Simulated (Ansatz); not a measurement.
GeCl₄. Charge 0, multiplicity 3. Geometry PBE-D4/def2-SVP, that of the neutral singlet; atoms count from 1.

```xyz
5

Ge   -0.0001   -0.0001    0.0000
Cl   -0.3506   -1.9651    0.7910
Cl   -1.8801    0.9629   -0.3844
Cl    1.1128   -0.1531   -1.8296
Cl    1.1180    1.1554    1.4229
```

At PBE0-D4/def2-TZVP a singlet of charge 0 lies 5.37 eV below the triplet at the same geometry.

(1) Estimate the Mulliken populations from the PBE0/def2-TZVP orbitals of Ansatz.

(2) Where does the spin sit?

(3) And the Mayer bond orders between heavy atoms (over 0.3)?

Results:

(1) 
```json
{"atom": "Ge1", "charge (e)": "0.71", "spin (α − β)": "0.42"}
{"atom": "Cl2", "charge (e)": "-0.18", "spin (α − β)": "0.39"}
{"atom": "Cl3", "charge (e)": "-0.18", "spin (α − β)": "0.39"}
{"atom": "Cl4", "charge (e)": "-0.18", "spin (α − β)": "0.39"}
{"atom": "Cl5", "charge (e)": "-0.18", "spin (α − β)": "0.39"}
```
Mulliken values depend strongly on the basis.

(2) Summed by element: Ge 0.42, Cl 1.58, of 2 unpaired in all. Largest on single atoms: Ge1 0.42, Cl5 0.39, Cl2 0.39.

(3) Ge1–Cl2 0.85 (2.15 Å); Ge1–Cl3 0.85 (2.15 Å); Ge1–Cl4 0.85 (2.15 Å); Ge1–Cl5 0.85 (2.15 Å).
